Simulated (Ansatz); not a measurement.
Harmonic frequencies (cm⁻¹) at PBE0-D4/def2-TZVP from Ansatz: 98, 131, 143, 178, 208, 338, 511, 586, 666, 787, 806, 834, 1055, 1247, 1679, 2179, 2412, 3239.

Each molecule was computed in one conformer, which needn't be the lowest.

Task: Which molecule is it?
A. `F/C([SeH])=C\[TeH]`
B. `NC#[C][AlH][NH2]`
C. `O[SiH](O)[AlH2]`
D. `F[C@H]1B[C@@H]1Cl`

Result: A.
